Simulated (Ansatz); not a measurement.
Calculated with Ansatz (gas phase, PBE0-D4/def2-TZVP geometries, no zero-point term in ΔE). CCSD(T)/CBS adds triple-zeta CCSD(T) − MP2 to the extrapolated MP2 energy (def2 sets, frozen cores). Functionals use def2-TZVPP. B3LYP here is the variant with VWN-RPA as its local correlation; programs differ in this. HSE06 is defined as in plane-wave codes. Open shells (•) are unrestricted, without spin–orbit coupling. For Se outer-core shells are correlated without core-valence functions, which leaves a few kJ/mol of doubt a bond. Scalar relativity is left out up to krypton. One conformer a species, not always the lowest.

`OC[SiH2][SeH]` → `[CH2]O`• + `[SiH2][SeH]`•  (homolysis of the C–Si bond)

```
             level  ΔE (kJ/mol)
            PBE-D4        309.2
          B3LYP-D4        309.3
          HSE06-D4        314.5
SCS-MP2/def2-QZVPP        347.8
```

(1) What does CCSD(T)/CBS give? (An estimate is asked.)

Largest T1 diagnostic among the species: 0.016.

Answers

(1) Computed: +337.5 kJ/mol. The listed levels differ from it by -28.3, -28.2, -23.0, 10.3 kJ/mol.

From PBE to PBE0 (25 % exact exchange), in def2-TZVPP and without D4, ΔE moves by +6.5 kJ/mol. The D4 term adds +13.4 kJ/mol with B3LYP and +7.4 kJ/mol with PBE0; it sums over pairs of atoms, weighted by their polarisabilities, and B3LYP, whose exchange is more repulsive, gets the larger term.
